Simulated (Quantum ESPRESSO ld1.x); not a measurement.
Question: The mean radii <r> (bohr) of the occupied orbitals of an atom or ion are listed with their occupations. All-electron calculation, Dirac Kohn-Sham, PBE, spin-unpolarised, spherical densities, point nucleus. Program: ld1.x of Quantum ESPRESSO 7.5.

orbital     occ.      <r>
1s1/2          2  0.01658
2s1/2          2  0.06922
2p1/2          2  0.05691
2p3/2          4  0.06558
3s1/2          2   0.1799
3p1/2          2   0.1703
3p3/2          4   0.1861
3d3/2          4   0.1619
3d5/2          6   0.1667
4s1/2          2   0.3964
4p1/2          2   0.3978
4p3/2          4   0.4304
4d3/2          4   0.4343
4d5/2          6   0.4444
4f5/2    5.57143   0.4496
4f7/2    7.42857   0.4546
5s1/2          2   0.8076

Name the element and its charge. Open shells, if any, are shared by 2j + 1.

Answer: Z = 80, mercury, charge +19: Hg19+ in [Kr] 4d10 4f13 5s2. The 1s radius gives Z: for a bare nucleus <r> = (2 gamma + 1)/(2Z) with gamma = sqrt(1 - (Z/c)^2), 0.0164 bohr for Z = 80, and screening makes it slightly larger (0.01658 here). The occupations add up to 61, and the charge is Z minus that.
